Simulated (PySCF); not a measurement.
CH3ClOSi, SMILES O=C[SiH2]Cl.

The structure is a stationary point at B3LYP-D3(BJ)/def2-SVP. One conformer was computed; it need not be the lowest.

Two levels are set side by side: PBE/def2-TZVPD (PySCF) and HF/def2-TZVPD (PySCF). Same geometry, gas phase. Differences are taken from unrounded values.

```csv
quantity,HF,PBE,PBE minus HF
orbital gap (eV),12.60,2.78,-9.83
highest occupied level (eV),-11.13,-6.08,5.05
lowest empty level (eV),1.48,-3.30,-4.78
dipole moment (D),1.31,0.76,-0.55
mean polarisability (bohr³),52.6,60.4,7.8
```

Without exact exchange PBE keeps part of each electron's self-repulsion, which lifts occupied levels and narrows the gap. Loosely held outer electrons make PBE densities more polarisable. Differences between two approximate levels are no errors against the true value.

Rough cost on one machine, each run with all the roots and properties that it gave: HF against PBE about 1/3.
